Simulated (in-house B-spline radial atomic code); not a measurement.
The dysprosium ion Dy²⁺: [Ne] 3s2 (3p1/2)1 (3p3/2)4 3d10 4s2 4p6 4d10 4f10 5s2 5p6 6s1 (with a hole in an inner shell)

Computed with a B-spline radial code for spherical atoms: Dirac-Hartree-Fock, average of the jj configuration, Fermi nucleus of rms radius 5.2218 fm.

Screening seen three ways: the hydrogenic charge with the same mean radius, Z_r = [3n² - l(l+1)]/(2<r>), the one with the same energy, Z_e = n√(-2ε), and Slater's rules. Values are occupation-weighted means over j. An effective charge above Z reflects the relativistic contraction of the inner shells.

```tsv
shell	electrons	ε (eV)	<r> (bohr)	Z_r	Z_e	Slater
1s	2	-54208	0.02111	71.05	63.12	65.70
2s	2	-9210.7	0.08907	67.36	52.04	61.85
2p	6	-8208.6	0.07909	63.22	49.13	61.85
3s	2	-2132.7	0.2325	58.06	37.56	55.10
3p	5	-1800.1	0.233	53.66	34.51	55.10
3d	10	-1399.7	0.2104	49.91	30.43	45.85
4s	2	-468.29	0.5257	45.65	23.47	39.10
4p	6	-359.64	0.5549	41.45	20.57	39.10
4d	10	-206.04	0.6012	34.93	15.57	27.85
5s	2	-81.322	1.292	29.02	12.22	12.75
5p	6	-51.916	1.493	24.46	9.77	12.75
4f	10	-39.999	0.7543	23.86	6.86	17.85
6s	1	-18.927	3.374	16.01	7.08	4.20
```

The least bound orbital is 6s1/2 at -18.93 eV, and it is also the most diffuse (<r> = 3.374 bohr). The part-filled 3p shell lies below the filled 5p shell in orbital energy.

For the 1s electron the small component carries 6.07 % of the norm, the zero-frequency Breit interaction raises the level by 165.1 eV, self-energy by 100.7 eV, and vacuum polarisation lowers it by 16.91 eV.
